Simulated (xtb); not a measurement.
C2H6Se, quintet, geometry from GFN2-xTB of the parent state (a higher spin typed on purpose: for a closed-shell molecule this is an excited state); GFN0-xTB run with xtb.

xtb was given this input:
```
$ xtb mol.xyz --gfn 0 --chrg 0 --uhf 4 --json

# file mol.xyz
9

C      1.42745564    -0.35252996     0.80410118
Se     0.01857231     0.17766848    -0.43947715
C     -1.49174355    -0.26246801     0.71714532
H      1.32047632    -1.40944573     1.03668694
H      2.38153568    -0.17314924     0.31701118
H      1.35160354     0.24752203     1.70786870
H     -1.46408325    -1.32353763     0.95374167
H     -2.40230747    -0.02556005     0.17451211
H     -1.43295603     0.33343014     1.62492343
```

It wrote (shortened):

```
   ID    Z sym.   atoms
    1    6 C      1, 3
    2   34 Se     2
    3    1 H      4-9

           -------------------------------------------------
          |                Calculation Setup                |
           -------------------------------------------------

           -------------------------------------------------
          |                 G F N 0 - x T B                 |
           -------------------------------------------------

          ...................................................
          :                      SETUP                      :
          :.................................................:
          :  # basis functions                  30          :
          :  # atomic orbitals                  29          :
          :  # shells                           19          :
          :  # electrons                        20          :
          :  electronic temp.          300.0000000     K    :
          :  accuracy                    1.0000000          :
          :  -> integral cutoff          0.2500000E+02      :
          :  -> integral neglect         0.1000000E-07      :
          ...................................................

         :::::::::::::::::::::::::::::::::::::::::::::::::::::
         ::                     SUMMARY                     ::
         :::::::::::::::::::::::::::::::::::::::::::::::::::::
         :: total energy             -10.412164405889 Eh    ::
         :: gradient norm              0.202971196939 Eh/a0 ::
         :: HOMO-LUMO gap              1.532635456626 eV    ::
         ::.................................................::
         :: H0 energy                -10.522136333232 Eh    ::
         :: repulsion energy           0.128069921313 Eh    ::
         :: electrostat energy        -0.016399135396 Eh    ::
         :: -> Gsolv                   0.000000000000 Eh    ::
         ::    -> Gsasa                0.000000000000 Eh    ::
         ::    -> Gshift               0.000000000000 Eh    ::
         :: dispersion energy         -0.001698858574 Eh    ::
         :: short-range corr.          0.000000000000 Eh    ::
         :: add. restraining           0.000000000000 Eh    ::
         :: total charge               0.000000000000 e     ::
         :::::::::::::::::::::::::::::::::::::::::::::::::::::

           -------------------------------------------------
          |                Property Printout                |
[...]
        29                          0.4960751              13.4989
      -------------------------------------------------------------
                  HL-Gap            0.0563233 Eh            1.5326 eV
             Fermi-level            0.0000000 Eh            0.0000 eV

     #   Z          covCN         q      C6AA      α(0)
     1   6 C        3.742    -0.250    28.639     7.726
     2  34 Se       1.936    -0.188   233.928    26.723
     3   6 C        3.742    -0.250    28.639     7.726
     4   1 H        0.925     0.112     1.677     2.025
     5   1 H        0.925     0.119     1.618     1.989
     6   1 H        0.925     0.112     1.677     2.025
     7   1 H        0.925     0.112     1.677     2.025
     8   1 H        0.925     0.119     1.618     1.989
     9   1 H        0.925     0.112     1.677     2.025

 Mol. C6AA /au·bohr⁶  :       1130.127736
 Mol. C8AA /au·bohr⁸  :      45270.774483
 Mol. α(0) /au        :         54.252230

Wiberg/Mayer (AO) data.
largest (>0.10) Wiberg bond orders for each atom

 ---------------------------------------------------------------------------
     #   Z sym  total        # sym  WBO       # sym  WBO       # sym  WBO
 ---------------------------------------------------------------------------
     1   6 C    3.742 --     5 H    0.984     4 H    0.968     6 H    0.968
                             2 Se   0.696     3 C    0.107
     2  34 Se   1.784 --     3 C    0.696     1 C    0.696
     3   6 C    3.742 --     8 H    0.984     7 H    0.968     9 H    0.968
                             2 Se   0.696     1 C    0.107
     4   1 H    1.061 --     1 C    0.968
     5   1 H    1.040 --     1 C    0.984
     6   1 H    1.061 --     1 C    0.968
     7   1 H    1.061 --     3 C    0.968
     8   1 H    1.040 --     3 C    0.984
     9   1 H    1.061 --     3 C    0.968
 ---------------------------------------------------------------------------

Topologies differ in total number of bonds
Writing topology from bond orders to xtbtopo.mol

 dipole moment from electron density (au)
     X       Y       Z
  -0.0028  -0.0272   0.0673  total (Debye):    0.185

           -------------------------------------------------
          | TOTAL ENERGY              -10.412164405889 Eh   |
          | GRADIENT NORM               0.202971196939 Eh/α |
          | HOMO-LUMO GAP               1.532635456626 eV   |
           -------------------------------------------------

normal termination of xtb
```
